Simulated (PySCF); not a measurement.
# Ionisation energy of Bi²⁺ by level of theory

Bi²⁺ [Xe] 4f14 5d10 6s2 6p1 (2P) → Bi³⁺ [Xe] 4f14 5d10 6s2 (1S), as a difference of total energies. Computed with PySCF 2.14 in aug-cc-pVQZ-DK3 (10s9p7d4f2g, 118 functions), with scalar relativity by spin-free X2C-1e. The calculations carry no spin-orbit coupling.

```tsv
method	ionisation energy (eV)	difference from reference (eV)
UHF	23.080	-2.491
M06-2X	23.739	-1.832
TPSS	23.548	-2.023
```

Reference: 25.571 eV (measured; NIST Atomic Spectra Database, ionization energies).

The reference lies between the lowest fine-structure levels, while these numbers refer to the centres of the terms.
